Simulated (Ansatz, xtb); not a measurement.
# AgH3O2Si: which of two conformers lies lower

We compare a, `O[SiH](O)[Ag]`, a singlet, with b, `O[SiH](O)[Ag]`, a singlet. Both are isolated molecules in the gas phase, relaxed with PBE0-D3(BJ)/def2-SVP.

a (Å):

```xyz
7

Ag    0.8039   -0.3715   -0.5574
O    -1.4219    1.8287    0.3984
O    -1.9278    0.9416   -2.1695
Si   -0.7471    1.3826   -1.0673
H    -1.9968    2.6014    0.3647
H    -0.1419    2.5838   -1.7229
H    -2.3645    0.1047   -1.9862
```

b (Å):

```xyz
7

Ag    0.3592    1.0213   -0.8088
O     2.1972   -0.3397    1.5609
O     2.6258   -1.5742   -0.7477
Si    2.3654   -0.0629   -0.0718
H     2.8288   -0.9673    1.9299
H     3.6026    0.7569   -0.3321
H     2.8588   -1.5887   -1.6805
```

Problem. Estimate E(b) − E(a) at the level CCSD(T)/def2-TZVP.

Solution. Calculated at CCSD(T)/def2-TZVP: E(b) − E(a) = +6.82 kJ/mol, so structure a lies lower.

Level by level:

| level | geometry | E(b) − E(a) (kJ/mol) | departure from the last row (kJ/mol) | job, with rough time for the two |
| --- | --- | --- | --- | --- |
| PBE0-D3(BJ)/def2-SVP | PBE0-D3(BJ)/def2-SVP | +7.42 | +0.61 | optimisation, 91 s |
| HF/def2-TZVP | PBE0-D3(BJ)/def2-SVP | +4.40 | −2.42 | part of the CCSD(T) run |
| MP2/def2-TZVP | PBE0-D3(BJ)/def2-SVP | +7.63 | +0.82 | part of the CCSD(T) run |
| CCSD(T)/def2-TZVP | PBE0-D3(BJ)/def2-SVP | +6.82 |  | single point, 2.5 min |

The levels shown agree on the order. The largest departure from CCSD(T)/def2-TZVP is that of HF/def2-TZVP, 2.42 kJ/mol. Levels run at GFN2-xTB geometries aren't shown.

With harmonic frequencies from PBE0-D3(BJ)/def2-SVP (ideal gas, rigid rotor, one conformer each, 298.15 K, 1 atm): on the last row, ΔE + ΔZPE = +4.59, ΔH = +5.70, ΔG = +2.49 kJ/mol.

The correlated steps freeze 7 core orbitals; the last core shell of Ag is correlated, in a basis made for valence electrons. Atoms past krypton carry core potentials in the def2 sets and no spin–orbit term is included. Codes used: Ansatz 0.2.0; the last row on 2 threads of Arm Neoverse V1 on a shared host.
